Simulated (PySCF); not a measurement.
# Assignment exercise: C5H11NO2Si

Atoms are numbered as in `[CH2:1]=[C:2](/[CH:3]=[N:4]\[CH3:5])[O:6][SiH2:7][O:8][CH3:9]`. Hydrogens are named by the atom that carries them. Ha(C1) is cis to C3; Hb(C1) is trans to C3.

Method: GFN2-xTB structure, NMR shieldings at PBE0/pcSseg-1/GIAO, in PySCF 2.14.0 with density-fitted response routines (rapidly exchanging positions averaged, one computed conformer, non-relativistic, no solvent model).

Referencing at the same level of theory: 13C (σref 186.93) and 1H (σref 31.72) vs TMS.

**Question.** Assign these signals to the numbered atoms. 13C{1H} NMR (computed): δ 162.2 (CH), 153.2 (C), 107.1 (CH2), 50.3 (CH3), 45.0 (CH3).

**Answer.** 
162.2 → C3, C=N carbon
153.2 → C2, alkene carbon bearing oxygen: an sp2 carbon further deshielded by the attached heteroatom
107.1 → C1, β carbon of an enol-ether or enamine type C=C: the O or N lone pair pushes π density onto this β carbon and shields it
50.3 → C9, methyl carbon bonded to O: deshielded by the electronegative neighbour
45.0 → C5, methyl carbon bonded to N: pulled downfield by the heteroatom

**Question.** Assign these signals to the numbered atoms. 1H NMR (600 MHz, computed): δ 8.32 (s, 1H), 5.27 (br s, 1H), 4.81 (s, 2H), 4.43 (br s, 1H), 3.87 (s, 3H), 3.80 (s, 3H).

**Answer.** 
8.32 → H(C3), hydrogen on a C=N carbon
5.27 → Hb(C1), hydrogen on a β carbon of an enol-ether or enamine type C=C: a vinylic proton, deshielded by the sp2 carbon and the C=C anisotropy
4.81 → H(Si7), hydrogen on a silicon bonded to 2 O
4.43 → Ha(C1), hydrogen on a β carbon of an enol-ether or enamine type C=C: lone-pair donation from O or N shields it, upfield of ordinary alkene protons
3.87 → H(C9), hydrogen on a methyl carbon bonded to O: its carbon carries O, which withdraws density
3.80 → H(C5), hydrogen on a methyl carbon bonded to N: its carbon carries N, which withdraws density

H(C9) and H(C5) lie closer than the usual error of such a calculation, so a measured spectrum could show them in the other order.

Shifts are as computed. Against solution values, carbons near 30 ppm lie about +3 ppm off and those near 130 ppm about +5 ppm. Of 1309 compounds with measured shifts, 239 miss one by over three times the rms of a fit or turn the order of signals round; such compounds aren't used in these exercises. Multiplicities follow the n + 1 count of equivalent neighbours, as no J values were calculated; m marks all less simple cases, F and P coupling included.
